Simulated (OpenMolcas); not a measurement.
## Tm2+: moving the ligands

Tm2+ with 8 ligands (chloride) in square antiprismatic coordination (D4d) at 2.92 Å, a polar angle of 59.0° against the regular 57.3°. A charge of +0.75 e stands 2.8 Å behind each ligand. Ligand basis ANO-RCC-VDZP.

- Program: OpenMolcas 26.06
- Method: CASSCF
- Basis: ANO-RCC-VDZP [7s6p4d2f1g]
- Scalar Hamiltonian: DKH2, point nucleus
- Active space: 13 electrons in 7 orbitals (4f)
- State averaging: 2S+1 = 2 odd, 7 roots
- Spin-orbit coupling: state interaction with AMFI integrals over the reference wave functions

Runs around this geometry, states. Energies in cm-1 above the lowest state or level, χT in cm3 K/mol.

| R (Å) | Ground state | First state of that spin | First gap with spin-orbit (degeneracies) | Width of lowest J | χT at 300 K |
| --- | --- | --- | --- | --- | --- |
| 2.85 | 2S+1 = 2 | 60.2 | 52.2 (2, 2) | 205 | 2.556 |
| 2.92 | 2S+1 = 2 | 67.5 | 58.4 (2, 2) | 210 | 2.558 |
| 3.03 | 2S+1 = 2 | 74.8 | 64.6 (2, 2) | 210 | 2.560 |

Without dynamic correlation the ligand-field splitting of an f shell can come out too small, at times by half. No measured value stands beside these numbers; the geometry was imposed, not optimised, and the real ion may take another.

A state without a sure symmetry label is named by its multiplicity alone.
